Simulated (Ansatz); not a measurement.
BClH₆Si₂, SMILES `B[SiH]([SiH3])Cl`, relaxed with RKS PBE-D4/def2-SVP in the Gaussian-basis code of Ansatz from a rough embedded geometry. The force threshold is 0.03 eV/Å; the program also tests the step.

Total charge 0; spin multiplicity 1.

Start:

```xyz
10

B     1.412    0.994    0.589
Si    0.286   -0.507    0.583
Si   -1.224   -0.230   -1.003
Cl    1.321   -2.230    0.217
H     2.475    0.924    1.228
H     0.976    2.116    0.568
H    -0.404   -0.628    1.898
H    -0.627   -0.089   -2.286
H    -2.174   -1.355   -1.049
H    -2.040    1.005   -0.746
```

```
        step  energy (eV)  largest force (eV/Å)  largest move (Å)
           1  -29027.1045                 2.553             0.000
           2  -29027.6432                 1.089             0.195
           3  -29027.7408                 0.385             0.099
           4  -29027.7701                 0.126             0.200
           5  -29027.7802                 0.075             0.133
           6  -29027.7838                 0.499             0.195
           7  -29027.8030                 0.115             0.200
           8  -29027.8069                 0.025             0.107
9 (rejected)  -29027.8055                 0.211             0.173
          10  -29027.8075                 0.093             0.084
          11  -29027.8084                 0.076             0.060
          12  -29027.8086                 0.029             0.020
```

End:

```xyz
10

B     1.437    1.063    0.765
Si    0.248   -0.531    0.774
Si   -1.221   -0.209   -1.060
Cl    1.204   -2.371    0.423
H     2.557    1.056    0.293
H     0.967    2.121    1.144
H    -0.590   -0.672    2.018
H    -0.426   -0.070   -2.330
H    -2.116   -1.413   -1.166
H    -2.058    1.026   -0.862
```

Run time 19 s (2 threads of an Arm Neoverse V2 on a shared host); peak host memory 0.14 GiB.
